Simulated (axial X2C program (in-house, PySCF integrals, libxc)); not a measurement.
**What spin–orbit coupling does to SbP⁺**

All values were computed with an axial X2C code built on PySCF integrals. Spin-free means the one-electron spin-free X2C Hamiltonian; two-component (2c) means X2C with spin–orbit coupling and atomic mean-field two-electron Coulomb and Gaunt terms, so the difference of the two also holds small scalar two-electron terms. Basis: Sb dyall-cv3z [11s12p8d4f1g], P dyall-v3z [8s7p2d1f] (cores contracted in-house); Gaussian nuclei, density fitting, unrestricted open shells. Masses: Sb 120.904 u, P 30.974 u.

Spin-free state: M_S = 1/2, Λ = 1 (beyond evenly filled blocks: π+α, π+β, π-α); fragments Sb+ + P.

| level | Re (Å) | ωe (cm⁻¹) | De (eV) | μ (D) |
| --- | --- | --- | --- | --- |
| HF | 2.242 | 534.5 | 0.553 | 0.63 |

Dipoles are positive if P is the positive end and refer to the centre of mass.

Within this multiplet, which Ω should lie lowest by the rule for regular and inverted multiplets?

The open π shell holds three electrons, one hole, so the multiplet is inverted: Ω = Λ + 1/2 = 3/2. The PBE0 2c search agrees.

Two-component determinant lowest at the distance of the search:

Ω = 3/2 (⟨Sz⟩ = 0.51, ⟨Lz⟩ = 0.99 at HF); fragments Sb+ + P.

| level | Re (Å) | ωe (cm⁻¹) | μ (D) |
| --- | --- | --- | --- |
| HF | 2.398 | 338.4 | 0.44 |

From the two tables, how do the constants change at the HF level (2c against spin-free)?

At the HF level Re rises by 0.156 Å and ωe decreases by 196.1 cm⁻¹.

The state is one determinant whose occupation by symmetry is held fixed; it was picked as the lowest of a PBE0 search that is not exhaustive. De is counted from the lowest determinant-based energies of the atoms at the same level, without counterpoise correction. De is not given where an atomic determinant may have missed its ground term or J level, or where the truncated virtual space spoils (T). Some points did not converge and are left out.
